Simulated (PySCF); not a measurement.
CH11NOSi3, SMILES N([SiH3])C[Si@H]([SiH3])O. Coordinates come from a B3LYP-D3(BJ)/def2-SVP optimisation. The structure was generated by enumeration; whether it is a known compound was not checked. The values are those of a single conformer.

Computed equilibrium geometry at B3LYP-D3(BJ)/def2-SVP (PySCF confirms it by a frequency run) as Cartesian coordinates in Å (one conformer of several):
```xyz
17

O     -1.1979    -1.6128     0.7045
Si    -0.9804    -0.3803    -0.4261
Si    -2.8710     1.0266    -0.4908
C      0.5811     0.5832     0.0541
N      1.6390    -0.3666     0.3693
Si     3.3357    -0.0178     0.2974
H     -1.6354    -1.3716     1.5293
H     -0.7592    -1.0717    -1.7237
H     -4.0775     0.3011    -0.9879
H     -2.6273     2.2126    -1.3668
H     -3.1648     1.5213     0.8910
H      0.8745     1.2065    -0.8113
H      0.3624     1.2987     0.8775
H      1.3232    -1.1523     0.9314
H      3.6727     0.5168    -1.0562
H      4.0625    -1.2939     0.5532
H      3.8121     1.0024     1.2904
```
Charge 0, spin multiplicity 1.
